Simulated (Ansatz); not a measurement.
Start from `B[N]([GeH3])C=C` and change one atom or group to get `BN([SiH3])C=C`.

Ansatz, PBE0-D4/def2-TZVP geometries, multiplicity 1. Each molecule was computed in one conformer, which needn't be the lowest.

Scalar relativity is left out up to krypton.

```csv
property,`B[N]([GeH3])C=C`
HOMO energy (ωB97M-V/def2-TZVPP) / eV,-9.08
size of the dipole moment (B3LYP/def2-TZVPP) / D,1.16
HOMO–LUMO gap (B3LYP/def2-TZVPP) / eV,5.91
LUMO energy (ωB97M-V/def2-TZVPP) / eV,1.30
LUMO energy (B3LYP/def2-TZVPP) / eV,-0.78
HOMO–LUMO gap (ωB97M-V/def2-TZVPP) / eV,10.38
```

What does the change do to each property? (Best estimate.)

The calculation gave: 
| property | `BN([SiH3])C=C` | shift |
| --- | --- | --- |
| HOMO energy (ωB97M-V/def2-TZVPP) / eV | -9.27 | -0.19 |
| size of the dipole moment (B3LYP/def2-TZVPP) / D | 0.81 | -0.35 |
| HOMO–LUMO gap (B3LYP/def2-TZVPP) / eV | 5.96 | 0.05 |
| LUMO energy (ωB97M-V/def2-TZVPP) / eV | 1.18 | -0.12 |
| LUMO energy (B3LYP/def2-TZVPP) / eV | -0.90 | -0.12 |
| HOMO–LUMO gap (ωB97M-V/def2-TZVPP) / eV | 10.45 | 0.07 |

With PBE0 the HOMO falls by 0.17 eV and the LUMO falls by 0.12 eV, so the gap widens by about 0.05 eV. PBE moves the HOMO by -0.16 eV and ωB97M-V by -0.19 eV. Dipoles are sizes alone; their direction can turn.

B3LYP here is the variant with VWN-RPA as its local correlation; programs differ in this.
